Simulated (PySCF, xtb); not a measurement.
B₂HO₂, SMILES O=BB=[OH+], charge +1.

xtb 6.7.1 with GFN2-xTB at its own geometry gives an orbital gap of 5.03 eV.

Coordinates come from a ωB97X-D3(BJ)/def2-TZVP optimisation. The isomer is the one that the SMILES or the coordinates give; other isomers of the formula were not compared. One conformer was computed; it need not be the lowest.

Problem. What does PBE/def2-TZVPD in PySCF give? (The exact figures need the calculation; the answer reports its results.)

Solution. gap 4.81 eV (levels -14.75 and -9.95 eV).
